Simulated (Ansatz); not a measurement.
Mn₂O₄⁻, 6 atoms. Hardware: 4 threads of Arm Neoverse V2 on a shared host.

Correlated methods freeze 14 core orbitals; core or outer-core shells of Mn are correlated, in sets that lack core-valence functions.

Task: How many basis functions does each of these Ansatz runs have, and roughly what does it cost? MP2/def2-TZVPD, charge -1 doublet, energy, from earlier orbitals; PBE-D4/def2-SVP, charge -1 doublet, energy with a search over starts; ωB97M-V/def2-TZVPD, charge -1 doublet, energy, from earlier orbitals; PBE0-D4/def2-TZVPD, charge -1 doublet, energy, from earlier orbitals; PBE-D4/def2-TZVPD, charge -1 doublet, energy and forces, from earlier orbitals; r2SCAN-D4/def2-TZVPD, charge -1 doublet, energy, from earlier orbitals; r2SCAN-D4/def2-SVPD, charge -1 doublet, relaxation, 13 steps; RPA@PBE/def2-TZVPD, charge -1 doublet, energy, from earlier orbitals; r2SCAN0-D4/def2-TZVPD, charge -1 doublet, energy, from earlier orbitals; LDA (SPW92)/def2-TZVPD, charge -1 doublet, energy, from earlier orbitals.

Result: Other jobs shared the machine, so times can vary by a factor of up to 3. A dash marks memory too small to be measured apart from the calling script's.

```csv
run,functions,fitting or Cholesky vectors,wall time,peak host memory (GiB)
"LDA (SPW92)/def2-TZVPD, charge -1 doublet, energy, from earlier orbitals",256,1644,3.1 s,–
"PBE-D4/def2-TZVPD, charge -1 doublet, energy and forces, from earlier orbitals",256,1644,6.5 s,–
"RPA@PBE/def2-TZVPD, charge -1 doublet, energy, from earlier orbitals",256,1859,14 s,0.95
"r2SCAN-D4/def2-TZVPD, charge -1 doublet, energy, from earlier orbitals",256,1644,14 s,0.59
"PBE0-D4/def2-TZVPD, charge -1 doublet, energy, from earlier orbitals",256,1820,14 s,1.2
"MP2/def2-TZVPD, charge -1 doublet, energy, from earlier orbitals",256,1859,17 s,1
"r2SCAN0-D4/def2-TZVPD, charge -1 doublet, energy, from earlier orbitals",256,1820,22 s,1.3
"PBE-D4/def2-SVP, charge -1 doublet, energy with a search over starts",118,1426,26 s,–
"ωB97M-V/def2-TZVPD, charge -1 doublet, energy, from earlier orbitals",256,1668,43 s,1.4
"r2SCAN-D4/def2-SVPD, charge -1 doublet, relaxation, 13 steps",160,1570,3.1 min,0.56
```
